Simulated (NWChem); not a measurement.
Program: NWChem. System: HgI2, charge 0, spin multiplicity 1, at a geometry optimised with PBE/def2-SVP with def2 effective core potentials on I, Hg. The structure started from a generated list of species. Level: MP2/def2-TZVP with def2 effective core potentials on I, Hg, 12 core orbitals frozen.

The NWChem input:

```
start mol
memory heap 200 mb stack 900 mb global 1100 mb
geometry units angstroms nocenter noautoz
  Hg     0.000000     0.000000     0.000000
  I      0.000000     0.000000    -2.634737
  I      0.000000     0.000000     2.634737
  symmetry group D2h
end
basis spherical
  * library def2-tzvp
end
ecp
  I library def2-ecp
  Hg library def2-ecp
end
scf
  rhf
  nopen 0
  maxiter 100
  thresh 1e-7
  semidirect memsize 60000000 filesize 0
end
mp2
  freeze core 12
end
task mp2 energy
```

NWChem printed:

```
             Northwest Computational Chemistry Package (NWChem) 7.3.0
             --------------------------------------------------------

                                NWChem Input Module
                                -------------------

 Scaling coordinates for geometry "geometry" by  1.889725989
 (inverse scale =  0.529177249)

 Turning off AUTOSYM since
 SYMMETRY directive was detected!

                             Geometry "geometry" -> ""
                             -------------------------

 Output coordinates in angstroms (scale by  1.889725989 to convert to a.u.)

  No.       Tag          Charge          X              Y              Z
 ---- ---------------- ---------- -------------- -------------- --------------
    1 Hg                  80.0000     0.00000000     0.00000000     0.00000000
    2 I                   53.0000     0.00000000     0.00000000    -2.63473700
    3 I                   53.0000     0.00000000     0.00000000     2.63473700

 Effective nuclear repulsion energy (a.u.)    1985.2655190015

            Nuclear Dipole moment (a.u.)
            ----------------------------
        X                 Y               Z
 ---------------- ---------------- ----------------
     0.0000000000     0.0000000000     0.0000000000

      Symmetry information
      --------------------

 Group name             D2h
 Group number             26
 Group order               8
 No. of unique centers     2

      Symmetry unique atoms

     1    2


 Summary of "ao basis" -> "" (spherical)
 ------------------------------------------------------------------------------
       Tag                 Description            Shells   Functions and Types
 ---------------- ------------------------------  ------  ---------------------
 *                         def2-tzvp                  on all atoms

 Summary of "ao basis" -> "ao basis" (spherical)
 ------------------------------------------------------------------------------
       Tag                 Description            Shells   Functions and Types
 ---------------- ------------------------------  ------  ---------------------
 Hg                        def2-tzvp                15       43   6s5p3d1f
 I                         def2-tzvp                16       50   6s5p3d2f

                                 NWChem SCF Module
                                 -----------------

  ao basis        = "ao basis"
  functions       =   143
  atoms           =     3
  closed shells   =    35
  open shells     =     0
  charge          =   0.00
  wavefunction    = RHF
  use symmetry    = T
  symmetry adapt  = T

 Summary of "ao basis" -> "ao basis" (spherical)
 ------------------------------------------------------------------------------
       Tag                 Description            Shells   Functions and Types
 ---------------- ------------------------------  ------  ---------------------
 Hg                        def2-tzvp                15       43   6s5p3d1f
 I                         def2-tzvp                16       50   6s5p3d2f

      Symmetry analysis of basis
      --------------------------

        ag         33
        au          6
        b1g         8
        b1u        28
        b2g        15
        b2u        19
        b3g        15
        b3u        19

 Forming initial guess at       0.2s

      Superposition of Atomic Density Guess
      -------------------------------------

 Sum of atomic energies:        -868.46448054

      Non-variational initial energy
[...]
              MO Center= -1.6D-15, -5.4D-15,  1.2D-12, r^2= 8.4D+00
   Bfn.  Coefficient  Atom+Function         Bfn.  Coefficient  Atom+Function
  ----- ------------  ---------------      ----- ------------  ---------------
     6      1.212218  1 Hg s                 64     -0.480855  2 I  pz
   114      0.480855  3 I  pz                49     -0.409233  2 I  s
    99     -0.409233  3 I  s                  5      0.354388  1 Hg s
     3     -0.332628  1 Hg s                 61     -0.273315  2 I  pz
   111      0.273315  3 I  pz                55      0.212620  2 I  pz

 Vector   37  Occ=0.000000D+00  E= 4.470558D-02  Symmetry=b2u
              MO Center=  1.8D-30,  3.6D-15,  1.4D-17, r^2= 8.5D+00
   Bfn.  Coefficient  Atom+Function         Bfn.  Coefficient  Atom+Function
  ----- ------------  ---------------      ----- ------------  ---------------
    20      0.983119  1 Hg py                63     -0.292552  2 I  py
   113     -0.292552  3 I  py                17      0.240882  1 Hg py

 Vector   38  Occ=0.000000D+00  E= 4.470558D-02  Symmetry=b3u
              MO Center=  2.2D-15, -8.5D-30,  1.4D-17, r^2= 8.5D+00
   Bfn.  Coefficient  Atom+Function         Bfn.  Coefficient  Atom+Function
  ----- ------------  ---------------      ----- ------------  ---------------
    19      0.983119  1 Hg px                62     -0.292552  2 I  px
   112     -0.292552  3 I  px                16      0.240882  1 Hg px

 center of mass
 --------------
 x =   0.00000000 y =   0.00000000 z =   0.00000000

 moments of inertia (a.u.)
 ------------------
        6291.659326764760           0.000000000000           0.000000000000
           0.000000000000        6291.659326764760           0.000000000000
           0.000000000000           0.000000000000           0.000000000000

  Mulliken analysis of the total density
  --------------------------------------

    Atom       Charge   Shell Charges
 -----------   ------   -------------------------------------------------------
    1 Hg  20    19.26   0.03 -0.50  1.61  0.87  0.69  0.22  2.40  2.96  0.71  0.31  0.03  6.64  2.83  0.48  0.00
    2 I   25    25.37   0.19 -0.77  1.58  1.01  1.07  0.88 -0.49  6.45  1.31  2.93  1.17  9.23  0.76  0.05  0.01  0.00
    3 I   25    25.37   0.19 -0.77  1.58  1.01  1.07  0.88 -0.49  6.45  1.31  2.93  1.17  9.23  0.76  0.05  0.01  0.00

       Multipole analysis of the density wrt the origin
       ------------------------------------------------

     L   x y z        total         open         nuclear
     -   - - -        -----         ----         -------
     0   0 0 0      0.000000      0.000000     70.000000

     1   1 0 0     -0.000000      0.000000      0.000000
     1   0 1 0     -0.000000      0.000000      0.000000
     1   0 0 1      0.000000      0.000000      0.000000

     2   2 0 0    -58.341391      0.000000      0.000000
     2   1 1 0     -0.000000      0.000000      0.000000
     2   1 0 1     -0.000000      0.000000      0.000000
     2   0 2 0    -58.341391      0.000000      0.000000
     2   0 1 1     -0.000000      0.000000      0.000000
     2   0 0 2    -63.994461      0.000000   1239.487686

                   NWChem MP2 Semi-direct Energy/Gradient Module
                   ---------------------------------------------

  Basis functions       =    143
  Molecular orbitals    =    143
  Frozen core           =     12
  Frozen virtuals       =      0
  Active alpha occupied =     23
  Active beta occupied  =     23
  Active alpha virtual  =    108
  Active beta virtual   =    108
  Use MO symmetry       = T
  Use skeleton AO sym   = T

  AO/Fock/Back tols     =   1.0D-09  1.0D-09  1.0D-09

 GA uses MA = F    GA memory limited = T

 Available:
  local mem=  1.26D+08
 global mem=  1.44D+08
 local disk=  0.00D+00
  mp2_memr nvloc                   108
  nvloc new                   108
   1 passes of  23:        5242880                     165866                  75944066.
   1 passes of  23: M    126138218           G      144138302           F     120895338.

 Semi-direct pass number   1 of   1  for RHF alpha+beta  at        5.0s
  vrange nnbf                  8988
  mp2_eaftype                   289  avail_ma_in_mb                  1099
 EAF : mp2_eaftype filesize         289   37972033.
  mp2_eaf for mointskh                    289
Node 0 wrote    178.6 Mb in      0.4 s     Agg I/O rate:   507.4 Mb/s
 Done moints_semi at       20.0s
  mp2_eaftype                   289  avail_ma_in_mb                   810
 EAF : mp2_eaftype filesize         289   37972033.
  mp2_eaf for kh                   289
 Done maket at       21.3s
 Done multipass loop at       21.3s

          -------------------------------------------
          SCF energy                -745.949421968076
          Correlation energy          -1.313194282243
          Singlet pairs               -0.584941303887
          Triplet pairs               -0.728252978355
          Total MP2 energy          -747.262616250319
          -------------------------------------------

          ---------------------------------------------------
                    Spin Component Scaled (SCS) MP2
          Same spin pairs                     -0.485501985570
          Same spin scaling factor             0.333333333333
          Opposite spin pairs                 -0.827692296673
          Opposite spin scaling fact.          1.200000000000
          SCS-MP2 correlation energy          -1.155064751197
          Total SCS-MP2 energy              -747.104486719273
          ---------------------------------------------------

 -----------------------
 Performance information
 -----------------------

 Timer overhead =  1.36D-07 seconds/call

               Nr. of calls         CPU time (s)                 Wall time (s)                GFlops
             ---------------    -------------------     ------------------------------   -------------------
Name         Min   Avg   Max    Min     Avg     Max     Min     Avg     Max   Mx/calls   Min     Max     Sum
mp2: moin     1     1     1    15.     15.     15.      15.     15.     15.     15.      0.0     0.0     0.0
mp2: make     1     1     1    1.2     1.2     1.2      1.2     1.2     1.2     1.2      0.0     0.0     0.0
mp2: tota     1     1     1    16.     16.     16.      16.     16.     16.     16.      0.0     0.0     0.0

 The average no. of pstat calls per process was 3.00D+00
 with a timing overhead of 4.07D-07s

 Task  times  cpu:       21.3s     wall:       21.3s

 Total times  cpu:       21.3s     wall:       21.3s
```
